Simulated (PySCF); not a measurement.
diphosphane cation (H4P2), SMILES PP (connectivity only; charge and spin as stated), charge +1, multiplicity 2. The structure is a stationary point at PBE-D3(BJ)/def2-TZVP. The multiplicity is an assumed one; other spin states were not compared.

These are PySCF 2.14.0 with PBE-D3(BJ)/def2-TZVP values and carry that method's errors.

Harmonic wavenumbers (cm⁻¹): 273, 372, 482, 545, 772, 796, 1010, 1012, 2360, 2365, 2392, 2401. Rotational constants (GHz): 67.38, 6.172, 5.996; symmetry number 2.

Q: Work out the zero-point energy and the ideal-gas rigid-rotor harmonic-oscillator thermochemistry at 298.15 K and 1 atm.

A: ZPE = ½ Σ hcν = ½ × 14779 cm⁻¹ = 21.13 kcal/mol. H − E(el) = 24.41 kcal/mol. Entropy in cal/(mol K): translation 38.48, rotation 21.00, vibration 4.53, spin 1.38, total 65.39. G − E(el) = 4.92 kcal/mol. Cp = 15.74 cal/(mol K).
